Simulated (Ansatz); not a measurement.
Stepwise reaction of `C[Si](C)(Cl)Cl` with hydrogen chloride, as a gas-phase model of exchange steps in deposition or etching. ΔE in kJ/mol; ΔG adds harmonic PBE0-D4 terms to CCSD(T)/CBS, at 1 bar.

Calculated with Ansatz (gas phase, PBE0-D4/def2-TZVP geometries, no zero-point term in ΔE). CCSD(T)/CBS is the MP2 limit (def2-TZVPP, def2-QZVPP) plus CCSD(T) − MP2 in def2-TZVPP, frozen cores. This one scheme is used for every species. Functionals use def2-TZVPP. B3LYP here is the variant with VWN-RPA as its local correlation; programs differ in this.

| step | reaction | PBE-D4 | B3LYP-D4 | ωB97M-V | CCSD(T)/CBS | ΔG(400 K) |
| --- | --- | --- | --- | --- | --- | --- |
| 2 | `C[Si](Cl)(Cl)Cl` + HCl → `Cl[Si](Cl)(Cl)Cl` + CH₄ | -78.2 | -80.3 | -78.5 | -77.5 | -63.3 |

Q: Give the row of step 1, `C[Si](C)(Cl)Cl` + HCl → `C[Si](Cl)(Cl)Cl` + CH₄. (An estimate is asked.)

A: Computed: 
| step | reaction | PBE-D4 | B3LYP-D4 | ωB97M-V | CCSD(T)/CBS | ΔG(400 K) |
| --- | --- | --- | --- | --- | --- | --- |
| 1 | `C[Si](C)(Cl)Cl` + HCl → `C[Si](Cl)(Cl)Cl` + CH₄ | -93.1 | -95.6 | -93.8 | -92.6 | -81.3 |

Q: By hand: ΔE of the 2 steps together at CCSD(T)/CBS.

A: (-92.6) + (-77.5) = -170.1 kJ/mol, or -85.0 kJ/mol a step.

In ΔE each step is higher than the one before. All are downhill at CCSD(T)/CBS. ΔG lies between -81.3 and -63.3 kJ/mol a step. PBE-D4 differs from CCSD(T)/CBS by -0.7 to -0.5 kJ/mol a step. Isolated molecules leave out the surface, adducts and barriers. Largest T1 diagnostic: 0.009.
